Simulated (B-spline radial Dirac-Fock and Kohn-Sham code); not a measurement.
# Two-hole binding energies of Se⁶⁺

System: selenium as Se⁶⁺, [Ar] 3d10.

Input of the calculation (task.json; shells as n, l, electrons):

```json
{"items": [{
  "Z": 34,
  "q": 6,
  "cfg": [[1, 0, 2], [2, 0, 2], [2, 1, 6], [3, 0, 2], [3, 1, 6], [3, 2, 10]],
  "A": 80,
  "rrms": 4.14,
  "do": ["binding", "quiet", "double"]
}]}
```

Command: `python xray_run.py task.json out`

Method: Dirac-Fock energy differences between relaxed states, corrected for Breit and QED terms. Computed with a B-spline atomic structure program. U is the two-hole binding energy less the two single-hole energies, the effective repulsion of the holes after relaxation. Each two-hole energy is an average over J within one jj subconfiguration.

```
          holes  E(a) (eV)  E(b) (eV)  E(ab) (eV)  U (eV)
   1s⁻¹ 3p1/2⁻¹    12761.0      269.6     13075.2    44.6
   1s⁻¹ 3p3/2⁻¹    12761.0      263.7     13068.3    43.6
   1s⁻¹ 3d5/2⁻¹    12761.0      153.2     12952.2    38.0
           2s⁻²     1761.4     1761.4      3607.9    85.1
   2s⁻¹ 2p1/2⁻¹     1761.4     1578.4      3418.3    78.5
2p1/2⁻¹ 2p3/2⁻¹     1578.4     1537.4      3209.9    94.0
        2p3/2⁻²     1537.4     1537.4           ?       ?
   2s⁻¹ 3p1/2⁻¹     1761.4      269.6      2070.6    39.6
   2s⁻¹ 3p3/2⁻¹     1761.4      263.7      2064.2    39.2
2p1/2⁻¹ 3p3/2⁻¹     1578.4      263.7      1882.2    40.1
2p3/2⁻¹ 3p1/2⁻¹     1537.4      269.6      1847.6    40.5
2p1/2⁻¹ 3d3/2⁻¹     1578.4      154.1      1770.5    38.0
        3d3/2⁻²      154.1      154.1       341.0    32.9
3d3/2⁻¹ 3d5/2⁻¹      154.1      153.2       340.6    33.3
```

**Question.** Give the missing two-hole energy and U.

**Answer.** E(ab) = 3170.0 eV and U = 95.2 eV.
